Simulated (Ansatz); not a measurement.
Calculation: frozen-core CCSD(T)/def2-TZVPP // PBE0-D4/def2-TZVP run with Ansatz (a first-principles code).

Ansatz 0.2 input:
```yaml
crystal:
  periodic: [false, false, false]
  atoms:
    - { symbol: N, position_ang: [-0.847049, -0.017559, 0.120136] }
    - { symbol: Si, position_ang: [0.799987, -0.143564, -0.376433] }
    - { symbol: H, position_ang: [-1.331119, -0.831338, 0.465295] }
    - { symbol: H, position_ang: [-1.476783, 0.590604, -0.37914] }
    - { symbol: H, position_ang: [1.321212, 1.246533, -0.53795] }
    - { symbol: H, position_ang: [1.536875, -0.854974, 0.710295] }
basis:
  gaussian: { orbitals: def2-TZVPP }
correlation:
  method: ccsd_t
magnetization:
  spin_polarized: true
  initial_magnetization: 1
```

Output:

```
Functional definition: HF
738 factors; integrals over basis functions are off by at most 1.0e-3 eV
mean field evaluation 1: about -9405.2025 eV, gradient 2.3e1 eV
mean field evaluation 2: about -9405.2032 eV, gradient 2.3e1 eV
mean field evaluation 4: about -9407.6856 eV, gradient 2.3e0 eV
mean field evaluation 8: about -9407.7593 eV, gradient 2.6e-3 eV
mean field evaluation 16: about -9407.6860 eV, gradient 2.3e0 eV
mean field evaluation 32: about -9403.1258 eV, gradient 7.0e-2 eV
mean field -9407.75929155 eV, -345.7287771561 hartree, gradient 3.0e-6 eV, S^2 0.756506; 0 other end points of the search recorded, 0 dependent functions left out
6 core orbitals not correlated
reference -9407.75929155 eV, -345.7287771561 hartree; 7, 6 occupied and 116, 117 virtual orbitals, 738 factors
second order -8.88246619 eV of doubles, -0.00000000 eV of singles
cycle   1  -9.31524134 eV  change   -4.3e-1 eV  update   6.7e-2
cycle   2  -9.58912245 eV  change   -2.7e-1 eV  update   2.3e-2
cycle   3  -9.63484219 eV  change   -4.6e-2 eV  update   1.2e-2
cycle   4  -9.63015297 eV  change    4.7e-3 eV  update   4.9e-3
cycle   5  -9.63092067 eV  change   -7.7e-4 eV  update   2.6e-3
cycle   6  -9.63105020 eV  change   -1.3e-4 eV  update   9.5e-4
cycle   7  -9.63116028 eV  change   -1.1e-4 eV  update   2.9e-4
cycle   8  -9.63125427 eV  change   -9.4e-5 eV  update   1.0e-4
cycle   9  -9.63124574 eV  change    8.5e-6 eV  update   3.8e-5
cycle  10  -9.63124260 eV  change    3.1e-6 eV  update   1.7e-5
cycle  11  -9.63124820 eV  change   -5.6e-6 eV  update   6.9e-6
perturbative correction -0.33776803 eV, -0.0124127461 hartree
Total energy: -9417.72830778 eV, -346.0951317453 hartree
```

Cost: around 40 core-seconds (rough).
